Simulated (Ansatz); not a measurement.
Born–Oppenheimer molecular dynamics of Cl2GeH2 (5 atoms, charge 0, multiplicity 1). It starts from a relaxed structure.

Method: RKS PBE-D4/def2-SVP (Ansatz).

```yaml
ensemble: NVE (velocity Verlet)
time_step: 0.5 fs
steps_asked: 100
starting_velocities_drawn_for: 200 K
seed: 336404
```

First frame:

```xyz
5
Properties=species:S:1:pos:R:3
Ge 0.009 -0.016 -0.012
Cl 0.002 -0.004 2.157
H 1.477 0.057 -0.487
Cl -1.015 1.759 -0.722
H -0.787 -1.250 -0.487
```

Task: How far do the bonds stretch over the last three quarters of this one trajectory? (Pairs bonded in most of those frames.)

Result: 
```
   bond  mean (Å)  spread (Å)  shortest  longest
Ge1–Cl2     2.187       0.018      2.15     2.20
 Ge1–H3     1.545       0.020      1.51     1.58
Ge1–Cl4     2.169       0.005      2.16     2.18
 Ge1–H5     1.545       0.031      1.50     1.59
```

Mean temperature of the second half: 102 K. The conserved energy stayed within 0.055 meV per atom of its start (net change 0.032 meV per atom), so the integration is sound. A run of 0.05 ps of so small a system gives no equilibrium averages.

Time of the run: 2.5 min on 1 thread of Arm Neoverse V2 (shared host), peak memory 0.13 GiB.
